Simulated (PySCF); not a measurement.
Z-matrix (Å, degrees):
```
Al
S 1 2.2062
H 2 1.3467 1 93.94
S 1 2.2062 2 120.58 3 -0.90
H 4 1.3467 1 93.94 2 -0.87
```
Charge 0, spin multiplicity 2.

What dipole moment, total energy and highest occupied spin orbital does r2SCAN-D4/def2-TZVP (PySCF 2.14.0) give?


| Quantity | Result |
|---|---|
| dipole moment | 0.42 D |
| total energy | -28300.39 eV |
| highest occupied spin orbital | -5.47 eV |
